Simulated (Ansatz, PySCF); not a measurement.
Stretching the C3–H4 bond in CH4Sn (SMILES [CH3][SnH]) (multiplicity 1 held, fragments rigid). Energies count from the point at 1.093 Å.
Geometry at that point (charge 0, multiplicity 1):
```csv
atom,x (Å),y (Å),z (Å)
Sn,0.0098,0.2505,0.2452
H,-0.3459,1.4134,-1.0648
C,-0.0133,-1.4564,-1.1581
H,0.7372,-1.2942,-1.9360
H,-0.9867,-1.5032,-1.6533
H,0.1836,-2.4027,-0.6567
```

Restricted levels (R-, RO-) in cc, def2 and unpolarised 6-31G sets keep to the state of the molecule at rest. Unrestricted levels (U-) break spin symmetry where that is lower. Curves can end on different states.

Rows in LANL2DZ carry no dispersion term and start afresh at each structure. LANL2DZ brings its own core potentials from Na on.

Programs: Ansatz (a first-principles code) with Gaussian orbitals; PySCF for LANL2DZ rows. Values without a source in brackets are computed. In def2 rows elements past Kr take small-core potentials, without spin–orbit coupling.

Problem. One of these levels gives 171.52 kcal/mol for the energy at R = 3.498 Å. Which one is it?
A) U-HF/LANL2DZ
B) R-HF/def2-TZVPP
C) U-wB97X-V/def2-TZVPP
D) R-B3LYP/LANL2DZ

Solution. B, R-HF/def2-TZVPP. The others give 85.58 (U-HF/LANL2DZ), 142.41 (R-B3LYP/LANL2DZ), 110.62 (U-wB97X-V/def2-TZVPP)

Doubts at one or more of the structures used: a spin-contaminated determinant (U-HF/LANL2DZ, U-wB97X-V/def2-TZVPP); a restricted determinant that unrestricted orbitals would lower (R-HF/def2-TZVPP).
